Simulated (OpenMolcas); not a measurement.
## Ag⁵⁺: effect of the basis set

```json
{
 "Program": "OpenMolcas 26.06",
 "Method": "SS-CASPT2, IPEA 0.25 Eh, imaginary shift 0.1 Eh (closed shells correlated: 4s 4p)",
 "Active space": "6 electrons in 10 orbitals (4d 5d)",
 "State averaging": "2S+1 = 5 even, 5 roots; 2S+1 = 3 even, 45 roots; 2S+1 = 1 even, 49 roots",
 "Spin-orbit coupling": "RASSI with atomic mean-field integrals over the reference wave functions, term energies averaged over their components"
}
```

A. ANO-R2 [7s5p4d2f1g], X2C, finite nucleus; CASPT2 step about 30 core-minutes
B. ANO-RCC-VTZP [7s6p4d2f1g], DKH2, point nucleus; CASPT2 step about 30 core-minutes
C. ANO-RCC-VQZP [8s7p5d3f2g1h], DKH2, point nucleus; CASPT2 step of the order of 50 core-minutes

Energies in cm⁻¹ above 4d⁶ ⁵D₄, the measured ground level; measured values from the list in Gamrath, thesis, University of Mons (2023).

```csv
Level,A,B,C,Measured
4d⁶ ⁵D₄,0.0,0.0,0.0,0.0
4d⁶ ⁵D₃,2520,2520,2520,2692
4d⁶ ⁵D₂,3750,3750,3740,3953
4d⁶ ⁵D₁,4660,4670,4660,4941
4d⁶ ⁵D₀,5080,5080,5070,5380
4d⁶ ³P₂(1),21820,21850,21640,21042
4d⁶ ³H₆,22570,22760,22380,21512
4d⁶ ³H₅ [73 %],22820,23020,22680,21812
4d⁶ ³F₃(1) [74 %],25320,25480,25200,24441
4d⁶ ³F₂(1),26310,26440,26160,25306
4d⁶ ³G₅ [73 %],28800,29040,28730,27958
4d⁶ ³P₁(1),28850,28910,28700,28232
4d⁶ ³P₀(1) [74 %],29590,29620,29390,
4d⁶ ³G₄,30510,30740,30440,29660
4d⁶ ³G₃ [74 %],31130,31360,31080,30361
4d⁶ ³D₂,33680,33970,33710,32650
4d⁶ ³D₁,34410,34710,34450,33558
4d⁶ ³D₃,34530,34850,34590,33509
4d⁶ ¹I₆,35660,35890,35380,34194
4d⁶ ¹G₄(1),38940,38950,38580,37481
4d⁶ ¹D₂(1),43130,43280,42960,41372
4d⁶ ¹S₀ [67 %],43140,43280,42970,
4d⁶ ¹F₃,46440,46850,46440,44724
4d⁶ ³P₀(2),52380,52900,52580,
```

Deviations, from unrounded energies. A percentage is the sum of absolute deviations over the sum of measured energies, with the sign that they share, or ± where signs differ.

| Against measurement | Levels | A | B | C |
| --- | --- | --- | --- | --- |
| mean absolute deviation (cm-1) | 20 | 900 | 1100 | 810 |
| fine structure of the ground term (%) | 4 | -5.7 | -5.6 | -5.7 |
| other terms of the ground configuration (%) | 16 | +3.5 | +4.2 | +3.1 |

C lies closest to measurement on these levels and B furthest from it. The largest miss of C in the table is 4d⁶ ¹F₃, by +1700 cm-1. The ranking rests on the paired levels alone, and a cruder setting can come out closer through cancelling errors.

Among A to C the level of the table that moves most is 4d⁶ ³P₀(2), by 520 cm-1 (lowest in A, highest in B). Moves below CASPT2's spread within the term are not significant.

CASPT2 breaks the degeneracy within a term, and the mean is taken; among the terms shown or strongly mixed into the levels shown the widest spread is 250 cm-1 (4d⁶ ³F(2), C). Active for correlation alone: 5d; no level in the range computed is led by a configuration that fills it, so any true level of that kind is missing. Measured partners are found by configuration, term and J. A level has none where our copy of the source lacks it or the pairing is in doubt (some pairs that miss far off the trend of their configuration count as doubtful), and it then counts in no deviation. Levels of configurations outside the active space are missing. Levels that lie high or do not pair safely by name in every column are left out.

A share in square brackets marks a mixed level and gives the weight of the term that names it, the lowest over the columns. A number in round brackets counts repeated terms of one configuration in the order of the reference energies.
